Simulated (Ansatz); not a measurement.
`F[CH2][AlH][I]` + H₂O → `[OH][AlH][I]` + fluoromethane at 400 K and 1 bar (formal hydrolysis of the Al–C bond).

Gas-phase electronic energies from Ansatz, PBE0-D4/def2-TZVP geometries. CBS: MP2 limit from def2 TZ/QZ plus the TZ coupled-cluster correction, frozen cores. This one scheme is used for every species. def2 core potentials past Kr. For I outer-core shells are correlated without core-valence functions, which leaves a few kJ/mol of doubt a bond. Each species was taken in one conformer, which may not be the lowest.

```
         species  CCSD(T)/CBS energy (Eh)  H − E (kJ/mol)  S (J/(mol·K))
`F[CH2][AlH][I]`               -679.13942           123.7          375.0
             H₂O                -76.37941            69.8          198.6
  `[OH][AlH][I]`               -615.94705            79.1          330.5
            `CF`               -139.63461           117.5          234.3
```

H − E and S are ideal-gas, rigid-rotor, harmonic terms from PBE0-D4/def2-TZVP, for one conformer and one mirror image of each species. 1 Eh = 2625.50 kJ/mol, R = 8.31446 J/(mol·K).

Q: By hand: ΔE, ΔH, ΔS and ΔG.

A: ΔE = (-615.94705) + (-139.63461) − (-679.13942) − (-76.37941) = -0.06283 Eh = -165.0 kJ/mol. Δ(H − E) = 79.1 + 117.5 − 123.7 − 69.8 = 3.1, so ΔH = -161.9 kJ/mol. ΔS = 330.5 + 234.3 − 375.0 − 198.6 = -8.8 J/(mol·K). ΔG = -161.9 − 400 × (-8.8)/1000 = -158.4 kJ/mol.

Q: By hand: the equilibrium constant, and the temperature at which ΔG would vanish if ΔH and ΔS stayed fixed.

A: log₁₀ K = −ΔG/(RT ln 10) = 20.7. ΔG = 0 at ΔH/ΔS = 18398 K, far beyond where these terms or the molecules hold.

The number of gas molecules stays the same, so ΔS is small and ΔH decides. A doubt of 5 kJ/mol in ΔE shifts log₁₀ K by 0.7 here. Other conformers and mirror images would add mixing entropy, several J/(mol·K) or more a flexible species. These are equilibria of isolated gas molecules and say nothing of rates. Largest T1 diagnostic: 0.010 (customary marks: 0.02 for closed shells, 0.045 for open ones).
